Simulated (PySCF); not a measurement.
Species: C2H5IOSi.
SMILES with atom numbers: `[SiH3:1][O:2]/[CH:3]=[CH:4]\[I:5]` (hydrogens: H6, H7, H8 on Si1; H9 on C3; H10 on C4)

Method: PBE0-D3(BJ)/def2-SVP geometry optimisation, gas phase, def2 core potentials past Kr in PySCF; density fitting, grid level 1; the optimiser is geomeTRIC in internal coordinates, started from a GFN2-xTB structure with every atom displaced at random (about 0.01 Å).

The end geometry, which sets the zero of energy:
```
atom  x, y, z in Å
Si1     1.6272   -0.4777   -0.1634
O2      0.0193   -0.9768   -0.0886
C3     -1.1903   -0.4685    0.1214
C4     -1.6105    0.8012    0.1602
I5     -0.4271    2.4949   -0.1243
H6      2.3771   -1.7630   -0.2037
H7      1.9023    0.2996   -1.4019
H8      2.0050    0.2911    1.0543
H9     -1.9476   -1.2487    0.2753
H10    -2.6622    1.0185    0.3455
```

Task: These geometries come from the run, each turned onto the end geometry. Order them by energy, lowest first.
A.
```
atom  x, y, z in Å
Si1     1.6204   -0.4667   -0.1620
O2      0.0145   -0.9746   -0.0838
C3     -1.1990   -0.4834    0.1286
C4     -1.5987    0.7935    0.1530
I5     -0.3974    2.4790   -0.1241
H6      2.3795   -1.7478   -0.2064
H7      1.8807    0.3104   -1.4035
H8      2.0021    0.2937    1.0594
H9     -1.9620   -1.2604    0.2767
H10    -2.6472    1.0268    0.3368
```
B.
```
atom  x, y, z in Å
Si1     1.6363   -0.4838   -0.1630
O2      0.0251   -0.9689   -0.0848
C3     -1.1845   -0.4610    0.1254
C4     -1.6154    0.8052    0.1563
I5     -0.4665    2.5262   -0.1179
H6      2.3708   -1.7768   -0.2040
H7      1.9107    0.2865   -1.4059
H8      2.0274    0.2762    1.0560
H9     -1.9400   -1.2415    0.2739
H10    -2.6710    1.0085    0.3388
```
C.
```
atom  x, y, z in Å
Si1     1.6492   -0.4985   -0.1610
O2      0.0360   -0.9669   -0.0868
C3     -1.1690   -0.4433    0.1287
C4     -1.6167    0.8146    0.1813
I5     -0.5324    2.5703   -0.1339
H6      2.3468   -1.8034   -0.2237
H7      1.9328    0.2858   -1.3940
H8      2.0494    0.2474    1.0648
H9     -1.9159   -1.2217    0.2883
H10    -2.6872    0.9863    0.3112
```
D.
```
atom  x, y, z in Å
Si1     1.6315   -0.4766   -0.1668
O2      0.0155   -0.9632   -0.0862
C3     -1.1933   -0.4635    0.1162
C4     -1.6314    0.8035    0.1344
I5     -0.4297    2.4923   -0.0965
H6      2.3986   -1.7622   -0.1791
H7      1.9074    0.2720   -1.4213
H8      2.0178    0.2969    1.0438
H9     -1.9535   -1.2538    0.2587
H10    -2.6699    1.0251    0.3715
```
E.
```
atom  x, y, z in Å
Si1     1.6308   -0.4722   -0.1531
O2      0.0618   -0.9715    0.0085
C3     -1.1752   -0.4762    0.1172
C4     -1.5545    0.7783    0.1368
I5     -0.4061    2.4954   -0.0272
H6      2.2354   -1.7542   -0.1940
H7      1.7981    0.2906   -1.4027
H8      2.0420    0.3437    0.9966
H9     -1.9031   -1.2556    0.2364
H10    -2.6362    0.9924    0.2563
```

Result: B (0.003 eV), A (0.006 eV), D (0.011 eV), C (0.024 eV), E (0.168 eV).

In the order of the answer:

| step | E above end (eV) | largest force (eV/Å) | rms force component (eV/Å) | rms distance from end (Å) | rms bond change (Å) | bond most changed (Å) |
| --- | --- | --- | --- | --- | --- | --- |
| 4 | 0.003 | 0.09 | 0.033 | 0.021 | 0.001 | C3–H9 -0.002 |
| 2 | 0.006 | 0.32 | 0.090 | 0.019 | 0.001 | C4–I5 +0.003 |
| 1 | 0.011 | 0.48 | 0.140 | 0.024 | 0.005 | Si1–H6 +0.009 |
| 3 | 0.024 | 0.29 | 0.112 | 0.057 | 0.004 | C3–H9 -0.008 |
| 0 | 0.168 | 2.39 | 0.744 | 0.088 | 0.031 | Si1–H6 -0.071 |

What follows is the cost of the whole optimisation. On one thread, Arm Neoverse N1 (aarch64) (shared host), this took 75 s wall and 0.49 GiB of memory at its peak.
